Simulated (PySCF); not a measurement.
Match the calculated data to a structure.

All candidates are C8H12SSi.

| technique | computed result |
| --- | --- |
| NMR, other nuclei | isotropic shieldings of nuclei other than C and H, by class: 393 (1 Si), -612 (1 S) ppm [GIAO PBE0/pcSseg-1] |
| 13C NMR | chemical shifts (computed TMS as zero) by class: 252.8 (1 C), 175.3 (1 C), 129.8 (1 C), 38.4 (1 C), 35.9 (1 C), 35.3 (2 C), 16.0 (1 C) ppm [GIAO PBE0/pcSseg-1] |
| Dipole | 2.42 D [PBE0/pcSseg-1] |
| 1H NMR | chemical shifts (computed TMS as zero) by class: 7.08 (1 H), 4.81 (1 H), 4.67 (2 H), 3.29 (3 H), 2.68 (2 H), 1.83 (1 H), 1.46 (2 H) ppm [GIAO PBE0/pcSseg-1] |
| Rotational structure | rotational constants A, B, C: 1.898, 0.695, 0.557 GHz [GFN2-xTB] |

The electronic properties come from PySCF, for the isolated species, density fitting. Levels stand in brackets. The structure is a single GFN2-xTB conformer in the gas phase; no vibrational or solvent corrections. Each NMR value is the plain mean over a class of atoms that symmetry, rotation or inversion makes alike.

**Question.** Which candidate is it?
A. `CC(=S)C1=C[SiH2][C@H]2C[C@@H]1C2`
B. `CC(=S)C1=C[SiH2]CC=CC1`
C. `CC(=S)CC1=C[SiH2]C=CC1`
D. `CC(=S)C1=C[SiH2]C=CCC1`

**Answer.** A. It is `CC(=S)C1=C[SiH2][C@H]2C[C@@H]1C2`. Numbering: `[CH3:1][C:2](=[S:3])[C:4]1=[CH:5][SiH2:6][C@H:7]2[CH2:8][C@@H:9]1[CH2:10]2`. Its formula, C8H12SSi, gives 4 degrees of unsaturation: 2 rings and 2 π bonds in the structure found. 8 carbons fall into 7 classes; from least to most shielded: thiocarbonyl carbon [C2] (252.8 ppm), fully substituted alkene carbon [C4] (175.3 ppm), alkene CH carbon [C5] (129.8 ppm), methyl carbon [C1] (38.4 ppm), sp3 carbon at a ring junction [C9] (35.9 ppm), four-membered-ring carbon [C8/C10] (35.3 ppm, 2 C), ring sp3 carbon bound to silicon [C7] (16.0 ppm). Hydrogen classes from least to most shielded: 1 H on an alkene CH carbon, C5 (7.08 ppm), 1 H on an sp3 carbon at a ring junction, C9 (4.81 ppm), 2 H on an SiH2 silicon, Si6 (4.67 ppm), 3 H on a methyl carbon, C1 (3.29 ppm), 2 H on 2 four-membered-ring carbons, C8/C10 (2.68 ppm), 1 H on an sp3 carbon bound to silicon, C7 (1.83 ppm), 2 H on 2 four-membered-ring carbons, C8/C10 (1.46 ppm). The other shieldings belong to: 393 ppm, SiH2 silicon [Si6]; -612 ppm, thiocarbonyl sulfur [S3]. By its constants the optimised geometry is an asymmetric top.

The others, at the same levels:
- `CC(=S)C1=C[SiH2]CC=CC1` fails: it has 8 carbon classes against 7; its computed 13C shifts are 257.7 (1 C), 169.9 (1 C), 145.0 (1 C), 132.1 (1 C), 130.7 (1 C), 39.1 (1 C), 36.5 (1 C), 11.6 (1 C) ppm, 1H shifts are 6.66 (1 H), 6.46 (1 H), 6.01 (1 H), 4.56 (2 H), 3.65 (2 H), 3.23 (3 H), 1.99 (2 H) ppm and rotational constant A is 1.821 GHz (against 1.898 GHz).
- `CC(=S)C1=C[SiH2]C=CCC1` fails: it has 8 carbon classes against 7; its computed 13C shifts are 254.5 (1 C), 162.4 (1 C), 161.2 (1 C), 156.4 (1 C), 123.5 (1 C), 41.6 (1 C), 33.4 (1 C), 33.1 (1 C) ppm, 1H shifts are 8.33 (1 H), 7.15 (1 H), 5.78 (1 H), 4.86 (2 H), 3.18 (3 H), 3.05 (2 H), 2.46 (2 H) ppm and rotational constant A is 1.684 GHz (against 1.898 GHz).
- `CC(=S)CC1=C[SiH2]C=CC1` fails: it has 8 carbon classes against 7; its computed 13C shifts are 272.8 (1 C), 160.2 (1 C), 156.2 (1 C), 125.8 (1 C), 123.0 (1 C), 70.7 (1 C), 41.6 (1 C), 35.8 (1 C) ppm, 1H shifts are 7.11 (1 H), 6.31 (1 H), 6.13 (1 H), 4.71 (2 H), 3.91 (2 H), 3.38 (2 H), 3.17 (3 H) ppm and smallest rotational constant is 0.496 GHz (against 0.557 GHz).

Each candidate is one conformer, not necessarily the lowest. Dipoles, sizes and rotational constants follow the conformer. The torsions of the flexible species, by atom-mapped SMILES:
- `[CH3:1][C:2](=[S:3])[CH2:4][C:5]1=[CH:6][SiH2:7][CH:8]=[CH:9][CH2:10]1`: C1–C2–C4–C5 85°, C2–C4–C5–C6 -96°

The conformers of `CC(=S)C1=C[SiH2][C@H]2C[C@@H]1C2`, `CC(=S)C1=C[SiH2]CC=CC1` and `CC(=S)C1=C[SiH2]C=CCC1` aren't listed.
